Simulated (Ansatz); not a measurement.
Geometry optimisation, Ansatz, RKS PBE0-D4/def2-SVP.

input.yaml

```yaml
crystal:
  periodic: [false, false, false]
  atoms:
    - { symbol: Zn, position_ang: [-0.484675, -0.16822, 0.000642] }
    - { symbol: O, position_ang: [-0.380465, -0.117032, 1.784542] }
    - { symbol: H, position_ang: [-1.201014, -0.276932, 2.255966] }
    - { symbol: Cl, position_ang: [-0.504541, -0.176406, -2.100548] }
    - { symbol: "N", position_ang: [2.375955, 0.626002, 0.913529] }
    - { symbol: H, position_ang: [3.142613, -0.010129, 1.118101] }
    - { symbol: H, position_ang: [2.760228, 1.568001, 0.934547] }
    - { symbol: H, position_ang: [1.7242, 0.560016, 1.718522] }
basis:
  gaussian: { orbitals: def2-SVP }
hamiltonian:
  xc: pbe0
  dispersion: d4
relax:
  f_tol: 0.03
  max_steps: 50
```

Launched with:

```bash
$ ansatz run input.yaml --threads 2 --pin off --max-ram 3072MiB --backend cpu --events-out ev --progress --plain --runs-dir out
```

Task: Where does it end, and by what steps?

Result: The run converged. After 8 steps the energy has fallen by 0.715 eV; Zn1 moved furthest, 0.68 Å. Joined: Zn1–N5 (3.11 → 2.12 Å).

```csv
step,energy less start (eV),largest force component (eV/Å),accepted
0,0.0000,0.958,yes
1,-0.2079,0.769,yes
2,-0.4506,0.827,yes
3,-0.6630,0.590,yes
4,-0.6627,0.775,no
5,-0.6990,0.573,yes
6,-0.7133,0.065,yes
7,-0.7146,0.095,yes
8,-0.7152,0.024,yes
```

```xyz
8
Properties=species:S:1:pos:R:3
Zn 0.135 0.018 0.211
O -0.379 -0.063 1.949
H -1.288 -0.298 2.148
Cl -0.167 -0.128 -1.903
N 2.070 0.557 0.902
H 2.834 -0.098 0.744
H 2.416 1.489 0.681
H 1.811 0.528 1.893
```

Whether the end is a true minimum wasn't checked by a vibrational analysis.

Time of the run: 29 s on 2 threads of Arm Neoverse V1 (shared host), peak memory 0.21 GiB.
